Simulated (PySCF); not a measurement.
CH3F3OSi, SMILES O[Si](F)(F)CF. Atoms are numbered in the order given.

```xyz
9

O     -1.1959     0.5760     0.9702
Si    -0.3130    -0.2637    -0.1409
F     -0.5058    -1.8598     0.0806
F     -0.8413     0.0224    -1.6504
C      1.5035     0.2385     0.0550
F      1.5127     1.4495     0.7699
H     -0.6543     1.2826     1.3732
H      2.0162     0.3870    -0.9203
H      2.0765    -0.5252     0.6265
```
Charge 0, spin multiplicity 1.

Coordinates come from a PBE-D3(BJ)/def2-SVP optimisation. The structure was generated by enumeration, and PubChem lists no compound with its InChIKey, so it may never have been made. One conformer was computed; it need not be the lowest.

Level of theory: PBE-D3(BJ)/def2-SVP in PySCF.

Frequencies are harmonic and unscaled.

| mode | ν (cm⁻¹) | IR (km/mol) | moving atoms (share of kinetic energy) |
|---|---|---|---|
| 1 | 26 | 2.6 | F 60 %, H 17 %, C 13 % |
| 2 | 157 | 9.7 | F 53 %, O 29 %, H 10 % |
| 3 | 182 | 9.0 | F 38 %, O 25 %, H 21 %, C 13 % |
| 4 | 261 | 3.7 | F 83 % |
| 5 | 282 | 40.5 | F 39 %, O 30 %, Si 17 %, H 14 % |
| 6 | 322 | 20.5 | F 43 %, O 21 %, Si 20 %, C 10 % |
| 7 | 361 | 63.0 | H 88 %, F 8 % |
| 8 | 390 | 50.7 | F 51 %, Si 28 %, C 11 % |
| 9 | 657 | 0.2 | C 45 %, O 17 %, F 16 %, H 15 % |
| 10 | 736 | 2.0 | H 62 %, C 27 %, F 10 % |
| 11 | 807 | 84.2 | H 38 %, F 36 %, Si 15 % |
| 12 | 874 | 298.6 | H 42 %, O 28 %, Si 24 % |
| 13 | 946 | 165.4 | Si 50 %, F 45 % |
| 14 | 981 | 71.3 | Si 44 %, O 21 %, F 19 %, H 10 % |
| 15 | 1018 | 107.6 | C 45 %, F 37 % |
| 16 | 1188 | 4.7 | H 91 % |
| 17 | 1256 | 5.1 | H 73 %, C 25 % |
| 18 | 1399 | 6.2 | H 94 % |
| 19 | 2971 | 9.9 | H 95 % |
| 20 | 3033 | 8.3 | H 90 %, C 10 % |
| 21 | 3712 | 101.7 | H 94 % |
